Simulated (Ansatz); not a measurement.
Species: CF, charge 0, multiplicity 2. SMILES: [C]F
Geometry from a B3LYP-D3(BJ)/def2-TZVP (Ansatz, an electronic-structure program) optimisation:
```
C
F 1 1.2755
```
Charge 0, spin multiplicity 2.

Wanted: vertical electron affinity (to the triplet state of charge -1; a negative value means that the extra electron is unbound and the number depends on the basis; each state is the SCF solution reached for its spin), in eV. Cores are frozen in the correlated levels unless marked. UHF or UKS for open shells. No spin-orbit coupling. Non-relativistic. Anions need diffuse functions: aug- sets have them; def2-D sets add few. CBS(X,Y): correlation extrapolated as X^-3; Hartree-Fock from the larger set.

CCSD(T)/CBS(aug-cc-pVTZ,aug-cc-pVQZ) (Ansatz) gives 0.11 eV.

Problem. Another calculation gave -0.08 eV. Which level was it?
A) wB97M-V/def2-TZVPD (Ansatz)
B) SVWN5/def2-TZVPD (Ansatz)
C) r2SCAN/def2-TZVPD (Ansatz)

Solution. A, wB97M-V/def2-TZVPD (Ansatz). The others give 0.13 (r2SCAN), 0.24 (SVWN5) eV.
